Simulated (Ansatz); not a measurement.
```yaml
crystal:
  periodic: [false, false, false]
  atoms:
    - {symbol: C, position_ang: [-0.674793, 0.443030, -0.744864]}
    - {symbol: N, position_ang: [0.189385, 0.108610, -0.545787]}
    - {symbol: C, position_ang: [0.267150, -0.215883, 0.270981]}
    - {symbol: C, position_ang: [0.966189, -0.619297, 0.757117]}
    - {symbol: B, position_ang: [0.044496, -0.456073, 1.292051]}
    - {symbol: H, position_ang: [-0.942040, 0.130983, -1.487496]}
    - {symbol: H, position_ang: [-1.190437, 0.454471, -0.266535]}
    - {symbol: H, position_ang: [-0.507504, 1.079309, -1.040235]}
    - {symbol: H, position_ang: [0.627510, 0.077550, -0.995430]}
    - {symbol: H, position_ang: [1.446299, -0.846138, 0.733903]}
    - {symbol: H, position_ang: [-0.422973, -0.415543, 1.641895]}
basis:
  gaussian: {orbitals: 6-31G}
total_charge: 1
magnetization: {spin_polarized: true, initial_magnetization: 1}
hamiltonian: {xc: {name: r2SCAN50}}
```

```sh
$ ansatz run in.yaml --threads 2 --pin off --events-out ev --progress --plain --max-ram 4352MiB
```

Output, abridged:

```
Functional definition: r2SCAN50
828 factors; integrals over basis functions are off by at most 1.1e-4 eV
mean field evaluation 1: about -5233.4881 eV, gradient 5.7e1 eV
mean field evaluation 2: about -5243.2445 eV, gradient 3.4e1 eV
mean field evaluation 4: about -5247.6778 eV, gradient 9.8e-1 eV
mean field evaluation 8: about -5247.6780 eV, gradient 7.2e-2 eV
mean field evaluation 16: about -5247.6787 eV, gradient 8.3e-4 eV
mean field -5247.67869244 eV, -192.8486349429 hartree, gradient 4.4e-5 eV, S^2 0.757744; 2 other end points of the search recorded, 0 dependent functions left out
reference -5247.67869648 eV, -192.8486350914 hartree; 18, 17 occupied and 39, 40 virtual orbitals, 828 factors
Total energy: -5247.67869648 eV, -192.8486350914 hartree
```

In this input the geometry is squeezed to about two thirds of its size. The calculation finished and met its thresholds. The result belongs to that input, not to the molecule as meant.
